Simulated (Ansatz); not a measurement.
Reaction R1 + R2 + R3 → 2 P1 + P2, each structure at its B3LYP-D3(BJ)/def2-TZVP stationary point, reached from a drawn start (curvature not checked).
P1, H2 (SMILES [H][H]) (charge 0, multiplicity 1, Z-matrix in Å and degrees):
```
H
H 1 0.7440
```
R1, HCl (SMILES Cl) (charge 0, multiplicity 1):
```xyz
2

Cl     0.00000     0.00000     0.64101
H      0.00000     0.00000    -0.64101
```
R2: HF (SMILES F), charge 0, multiplicity 1.
R3, SiH4 (SMILES [SiH4]) (charge 0, multiplicity 1, Z-matrix in Å and degrees):
```
Si
H 1 1.4803
H 1 1.4803 2 109.47
H 1 1.4803 2 109.47 3 120.00
H 1 1.4803 2 109.47 3 -120.00
```
P2, ClFH2Si (SMILES F[SiH2]Cl) (charge 0, multiplicity 1, Z-matrix in Å and degrees):
```
Si
F 1 1.5954
H 1 1.4699 2 108.26
H 1 1.4699 3 113.68 2 -120.33
Cl 1 2.0473 3 108.86 4 -121.52
```

P less R. No zero-point or thermal terms.

Cores are frozen in the correlated methods.

Programs: Ansatz (an electronic-structure program) with Gaussian orbitals. No computed number here is a measurement.

Total energies in hartree:

| structure | PBE/def2-TZVPP | PBE0/def2-TZVPP | CCSD(T)/cc-pV(Q+d)Z |
|---|---|---|---|
| P1 | -1.166122 | -1.168485 | -1.173794 |
| R1 | -460.627412 | -460.665459 | -460.363836 |
| R2 | -100.393473 | -100.394002 | -100.373106 |
| R3 | -291.721620 | -291.756591 | -291.452235 |
| P2 | -850.478988 | -850.547017 | -849.915230 |

Task: Work out the reaction energy at each level in kJ/mol (1 hartree = 2625.49964 kJ/mol), and say how far PBE/def2-TZVPP lies from CCSD(T)/cc-pV(Q+d)Z.

Result: 
- PBE/def2-TZVPP: 2 × (-1.166122) + (-850.478988) − (-460.627412) − (-100.393473) − (-291.721620) = -0.068727 hartree = -180.4 kJ/mol
- PBE0/def2-TZVPP: 2 × (-1.168485) + (-850.547017) − (-460.665459) − (-100.394002) − (-291.756591) = -0.067935 hartree = -178.4 kJ/mol
- CCSD(T)/cc-pV(Q+d)Z: 2 × (-1.173794) + (-849.915230) − (-460.363836) − (-100.373106) − (-291.452235) = -0.073641 hartree = -193.3 kJ/mol
PBE/def2-TZVPP less CCSD(T)/cc-pV(Q+d)Z: 12.9 kJ/mol. CCSD(T)/cc-pV(Q+d)Z is the level counted from, the highest shown, and no exact or measured value.
